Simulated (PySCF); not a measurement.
Pb(H)(NMe2) (C₂H₇NPb), SMILES C[N](C)[PbH] (connectivity only; charge and spin as stated), neutral, multiplicity 1.

Geometry optimised at B3LYP-D3(BJ)/def2-SVP. The def2 effective core potentials stand for the cores of Pb; spin–orbit coupling is left out.

The numbers are results of B3LYP-D3(BJ)/def2-SVP (PySCF), not measurements.

Frequencies are harmonic and unscaled.

```csv
mode,ν (cm⁻¹),IR (km/mol),Raman (Å⁴/amu),depolarisation,moving atoms (share of kinetic energy)
1,181,7.3,0.7,0.75,"H 67 %, N 32 %"
2,227,1.7,1.4,0.35,"C 49 %, H 27 %, N 20 %"
3,240,0.6,1.8,0.75,H 94 %
4,277,9.2,20.0,0.32,"C 55 %, H 23 %, Pb 14 %"
5,301,24.1,32.8,0.75,H 93 %
6,309,3.2,3.6,0.75,"H 63 %, N 32 %"
7,502,11.3,18.4,0.18,"C 36 %, H 33 %, N 29 %"
8,570,36.2,42.3,0.74,H 96 %
9,986,92.7,60.5,0.45,"C 44 %, H 28 %, N 28 %"
10,1074,1.9,1.8,0.75,"H 70 %, C 26 %"
11,1101,0.3,2.6,0.75,"H 80 %, C 20 %"
12,1142,7.7,0.2,0.75,"H 69 %, C 19 %, N 12 %"
13,1227,43.6,16.9,0.74,"N 56 %, C 30 %, H 14 %"
14,1259,2.1,64.7,0.29,"H 47 %, N 29 %, C 25 %"
15,1423,2.5,38.7,0.74,"H 87 %, C 13 %"
16,1445,1.3,28.7,0.75,H 97 %
17,1448,54.6,6.0,0.46,"H 83 %, C 17 %"
18,1457,8.2,7.9,0.75,H 96 %
19,1469,27.0,13.0,0.58,H 96 %
20,1489,3.6,66.3,0.62,H 96 %
21,1543,516.2,205.1,0.35,H 99 %
22,2937,53.1,110.2,0.67,H 97 %
23,2945,244.1,532.6,0.06,H 97 %
24,2979,109.6,365.4,0.75,"H 91 %, C 9 %"
25,2985,4.0,43.7,0.75,"H 91 %, C 9 %"
26,3086,16.0,46.1,0.75,"H 91 %, C 9 %"
27,3128,6.9,35.6,0.75,"H 91 %, C 9 %"
```
